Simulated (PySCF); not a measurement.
A structure optimised at PBE0-D3(BJ)/def2-SVP, used in a PySCF frequency run:

```
C
F 1 1.3360
F 1 1.3360 2 107.44
C 1 1.4999 2 111.15 3 121.80
H 4 1.0966 1 110.09 2 -179.33
H 4 1.0966 5 109.61 1 121.25
H 4 1.1003 5 109.53 6 120.20
Br 1 1.9627 2 107.74 3 -115.84
```

**Question.** Write its SMILES, formula and point group.

**Answer.** CC(F)(F)Br, C2H3BrF2, Cs

**Question.** What are its rotational constants (standard atomic weights)?

**Answer.** 5.2781, 2.0646, 2.0285 GHz
